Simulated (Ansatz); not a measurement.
Consider the silylene formation by 1,1-elimination: `B[SiH](F)Cl` → `BCl` + `F[SiH]`.

Isolated molecules relaxed with PBE0-D4/def2-TZVP in Ansatz; ΔE leaves out vibrations. CCSD(T)/CBS adds triple-zeta CCSD(T) − MP2 to the extrapolated MP2 energy (def2 sets, frozen cores). This one scheme is used for every species. Functionals use def2-TZVPP.

`B[SiH](F)Cl`:

```xyz
7

B    -0.794    0.801   -0.478
Si    0.492   -0.393    0.479
F    -0.197   -1.348    1.556
Cl    1.168   -1.551   -1.082
H    -0.398    1.788   -1.021
H    -1.941    0.497   -0.599
H     1.670    0.206    1.146
```

`BCl`:

Z-matrix (Å, degrees):
```
B
Cl 1 1.733
H 1 1.190 2 118.1
H 1 1.190 2 118.1 3 180.0
```

`F[SiH]`:

```xyz
3

F     0.346    0.932    0.742
Si   -0.680    0.073   -0.156
H     0.334   -1.005   -0.586
```

| species | r2SCAN energy (Eh) |
| --- | --- |
| `B[SiH](F)Cl` | -876.22428 |
| `BCl` | -486.23540 |
| `F[SiH]` | -389.91076 |

Question: Work out ΔE.

Answer: ΔE = (-486.23540) + (-389.91076) − (-876.22428) = 0.07812 Eh = +205.1 kJ/mol. CCSD(T)/CBS gives +187.7 kJ/mol.

Question: What do rigid-rotor, harmonic-oscillator terms from PBE0-D4/def2-TZVP frequencies (298.15 K, 1 bar) make of the CCSD(T)/CBS value? (Estimate.)

Answer: Computed: ΔZPE = -10.5 kJ/mol, ΔH = +179.9 kJ/mol, ΔS = 150 J/(mol·K), ΔG = +135.1 kJ/mol.

Largest T1 diagnostic among the species: 0.015.

From r2SCAN to r2SCAN0 (25 % exact exchange), in def2-TZVPP and without D4, ΔE moves by +3.5 kJ/mol. Leaving LDA and LC-ωPBE aside and taking each functional with its dispersion term where it has one, the values, not all of them listed here, spread over 44.7 kJ/mol, from BLYP-D4 to r2SCAN0-D4. LDA lies +27.1 kJ/mol from PBE without D4. At CCSD(T), def2-SVP lies −35.9 kJ/mol from the extrapolated value and def2-TZVPP −9.2 kJ/mol.
